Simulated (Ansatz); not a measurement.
H$_{7}$Si$_{3}$ (SMILES [SiH3][SiH][SiH3]), doublet, at a GFN2-xTB geometry; HF/6-31G run with Ansatz (a quantum-chemistry and plane-wave program).

Input for Ansatz:
Ansatz 0.2 input:
```yaml
crystal:
  periodic: [false, false, false]
  atoms:
    - {symbol: Si, position_ang: [2.02088952, 0.17751266, 0.33678020]}
    - {symbol: Si, position_ang: [0.00895163, -0.01380931, -0.74836045]}
    - {symbol: Si, position_ang: [-2.03137921, -0.12663037, 0.29392064]}
    - {symbol: H, position_ang: [2.59470803, -1.03942363, 0.93106056]}
    - {symbol: H, position_ang: [1.85735176, 1.12183980, 1.44808210]}
    - {symbol: H, position_ang: [3.06554075, 0.71511658, -0.54263960]}
    - {symbol: H, position_ang: [0.09330738, -0.98023316, -1.86598983]}
    - {symbol: H, position_ang: [-2.42951048, -1.41651635, 0.87792099]}
    - {symbol: H, position_ang: [-3.12583804, 0.25042265, -0.60812385]}
    - {symbol: H, position_ang: [-2.03402651, 0.82977240, 1.40692423]}
basis:
  gaussian:
    orbitals: 6-31G
hamiltonian:
  xc: hf
magnetization: {spin_polarized: true, initial_magnetization: 1}
```

It wrote (shortened):

```
Functional definition: HF
644 factors; integrals over basis functions are off by at most 1.8e-4 eV
mean field evaluation 1: about -23690.5905 eV, gradient 8.6e0 eV
mean field evaluation 2: about -23690.5984 eV, gradient 8.6e0 eV
mean field evaluation 4: about -23691.6329 eV, gradient 6.2e-1 eV
mean field evaluation 8: about -23691.6452 eV, gradient 7.1e-3 eV
mean field -23691.64516127 eV, -870.6519009030 hartree, gradient 2.9e-5 eV, S^2 0.760709; 0 other end points of the search recorded, 0 dependent functions left out
reference -23691.64516127 eV, -870.6519009030 hartree; 25, 24 occupied and 28, 29 virtual orbitals, 644 factors
Total energy: -23691.64516127 eV, -870.6519009030 hartree
```
